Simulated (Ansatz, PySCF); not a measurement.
Process, species as SMILES: C=CC → [CH]=C + [CH3] (CH3) (the C-C bond at the site shown breaks; other sites are not compared here)
Structures are relaxed separately at B3LYP-D3(BJ)/def2-TZVP in Ansatz (a first-principles code). Markedly spin-contaminated UHF reference, which strains HF, MP2 and, less, CCSD(T): [CH]=C.

Quantity: bond dissociation energy (electronic energy difference), in kcal/mol. Correlated levels leave the core frozen unless marked. Open shells are spin-unrestricted. Spin-orbit coupling is left out. No relativistic terms. 

| level | program | bond dissociation energy (kcal/mol) |
|---|---|---|
| HF/def2-TZVPD | PySCF | 74.7 |
| B97M-V/def2-TZVPD | Ansatz | 105.9 |
| HSE06/def2-TZVPD | Ansatz | 105.3 |
| B2PLYP-D3(BJ)/def2-TZVPD | Ansatz + dftd3 | 105.5 |
| MP2/6-31G* | Ansatz | 114.7 |
| MP2/aug-cc-pVTZ | Ansatz | 116.3 |
| CCSD/aug-cc-pVDZ | Ansatz | 101.9 |
| CCSD(T)/6-31G* | Ansatz | 105.6 |
| CCSD(T)/cc-pVDZ | Ansatz | 104.5 |
